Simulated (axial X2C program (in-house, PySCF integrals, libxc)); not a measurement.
Spin–orbit effects along a row: molecules with Si, HF

Computed with an in-house all-electron X2C program for linear molecules (integrals from PySCF), spin-free (one-electron X2C) or two-component (2c: spin–orbit coupling with atomic mean-field Coulomb and Gaunt terms, which also bring small scalar terms), in Dyall basis sets with cores contracted in-house; open shells are unrestricted.

Basis sets: Br dyall-cv3z, Ca dyall-cv3z, Cr dyall-cv3z, Fe dyall-cv3z, Ga dyall-cv3z, K dyall-cv3z, Mn dyall-cv3z, Ni dyall-cv3z, Se dyall-cv3z, Si dyall-v3z, V dyall-cv3z.

```tsv
molecule	spin-free state	Re (Å)	ωe (cm⁻¹)	De (eV)	2c state	Re 2c (Å)	ωe 2c (cm⁻¹)	De 2c (eV)
KSi	M_S = 3/2, Λ = 0	3.133	198.7	1.11	Ω = 3/2	3.133	198.7	1.11
CaSi	M_S = 1, Λ = 0	2.890	259.2	1.31	Ω = 1	2.891	259.1	1.31
VSi	M_S = 5/2, Λ = 0	2.614	275.6	0.74	Ω = 5/2	2.614	275.5	n/a
CrSi	M_S = 4, Λ = 0	2.630	236.9	0.69	Ω = 4	2.631	236.6	0.68
MnSi	M_S = 7/2, Λ = 0	2.646	252.1	0.58	Ω = 3/2	2.606	262.3	1.01
FeSi	?	?	?	?	?	?	?	?
NiSi	M_S = 0, Λ = 3	2.366	260.9	-1.18	Ω = 3	2.365	260.6	-1.21
GaSi	M_S = 3/2, Λ = 0	2.495	271.6	1.55	Ω = 3/2	2.496	271.5	n/a
SiSe	M_S = 0, Λ = 0	2.043	629.6	3.18	Ω = 0	2.044	628.4	n/a
SiBr	M_S = 1/2, Λ = 1	2.251	412.8	2.43	Ω = 1/2	2.251	413.4	2.29
```

Question: Estimate the 2c Re and ωe of FeSi as the mean of its neighbours in the table.

Answer: Re ≈ 2.486 Å, ωe ≈ 261.5 cm⁻¹. The HF runs give the row below, so the estimate misses by -0.034 Å and 4.7 cm⁻¹.

```csv
molecule,spin-free state,Re (Å),ωe (cm⁻¹),De (eV),2c state,Re 2c (Å),ωe 2c (cm⁻¹),De 2c (eV)
FeSi,"M_S = 1, Λ = 0",2.519,257.1,0.84,Ω = 1,2.519,256.8,n/a
```

Each entry is the lowest single determinant of a limited PBE0 search at one distance. De goes to single-determinant-based atoms at the same level (for ions the charge split of lowest energy) and is withheld (n/a) where an atom does not fit its ground term or J level. Main or longest-lived isotopes. One determinant is a doubtful description, or other states lie close, for KSi, CaSi, VSi, CrSi, MnSi, FeSi, NiSi, GaSi; these need not be ground states, and all values refer to the states named. Some open-shell Ω = 0 determinants are out of reach, so the Ω given for CaSi, CrSi, FeSi need not be the lowest component. With several unpaired electrons the Ω given is that of one determinant, not necessarily of the lowest component. Some light 2c atoms are not at their ground J level, so De misses part of their lowering (0.04 eV or less). The lowest determinant changes configuration between the Hamiltonians for MnSi, so two states are compared there.
